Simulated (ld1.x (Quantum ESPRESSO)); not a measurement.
## Configuration tests for I (PAW)

```
Element                 : I
Generator               : ld1.x (Quantum ESPRESSO) 7.5
Type                    : PAW
Functional              : PBEsol
Relativity              : scalar-relativistic
Frozen core             : [Ar] 3d10 4s2
Valence charge          : 23
Reference configuration : 4p6 4d10 5s2 5p2 (charge +3)
Partial waves           : 5s (bound): rcut 1.20, rcutus 1.65 bohr; 5s channel at -2.85 Ry: rcut 1.20, rcutus 1.65 bohr; 4p (bound): rcut 1.00, rcutus 1.10 bohr; 5p (bound): rcut 1.00, rcutus 1.10 bohr; 4d (bound): rcut 1.05, rcutus 1.25 bohr; 4d channel at -3.7 Ry: rcut 1.05, rcutus 1.25 bohr; 4f channel at 0.35 Ry: rcut 1.45, rcutus 1.85 bohr
Local potential         : all-electron potential smoothed inside 1.15 bohr (lloc = -1)
Core correction         : Bessel-smoothed model core inside 1.05 bohr
Augmentation charge     : PSQ, inside the norm-conserving radii
```

Energies are relative to the spin-unpolarised reference configuration 4p6 4d10 5s2 5p2; without spin polarisation the order of configurations can differ from experiment.

Its overlap operator is not positive definite in a basis up to 400 Ry (lowest eigenvalue p -0.04), so the file is unfit for use: the generalised eigenproblem breaks down once the basis is large enough, and its test numbers describe a broken file.

| valence configuration | charge | ΔE all-electron (eV) | error AE − PS (meV) |
| --- | --- | --- | --- |
| 4p6 4d10 5s2 5p5 | 0 | -60.420 | +13 |
| 4p6 4d10 5s2 5p4 | +1 | -49.269 | +11 |
| 4p6 4d10 5s2 5p3 | +2 | -29.386 | +6.9 |
| 4p6 4d10 5s2 5p5.3 | -0.3 | -62.206 | +13 |
| 4p6 4d9 5s2 5p5 | +1 | -2.237 | +160 |
| 4p6 4d10 5s2 5p1 | +4 | 39.495 | -10 |
| 4p6 4d10 5s1 5p5 | +1 | -38.259 | +14 |

Note: ghost state, extra bound levels that the all-electron valence spectrum of the same l lacks: s at -280.9 eV (p not tested). A true bound ghost makes a file unfit for plane-wave use.
